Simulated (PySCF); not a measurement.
Te(Br)(OSiH3) (BrH3OSiTe), SMILES [SiH3]O[Te]Br. Geometry: PBE-D3(BJ)/def2-SVP. This is a generated structure with no PubChem entry under its InChIKey; it may be hypothetical. The def2 effective core potentials stand for the cores of Te; spin–orbit coupling is left out. Other conformers were not sampled.

**Question.** Give the equilibrium geometry at PBE-D3(BJ)/def2-SVP (PySCF confirms it by a frequency run) as bond lengths and angles. (An estimate is asked for; the answer gives what the named calculation found.)

**Answer.** One answer among several that fit: 
Atoms: Te1 Br2 O3 Si4 H5 H6 H7. Bond lengths (Å): Te1–Br2 2.538, Te1–O3 2.015, O3–Si4 1.705, Si4–H5 1.505, Si4–H6 1.500, Si4–H7 1.503. Bond angles (°): Br2–Te1–O3 100.8, Te1–O3–Si4 120.2, O3–Si4–H5 111.1, O3–Si4–H6 105.1, O3–Si4–H7 110.8, H5–Si4–H6 110.3, H5–Si4–H7 109.2, H6–Si4–H7 110.3.
Charge 0, spin multiplicity 1.
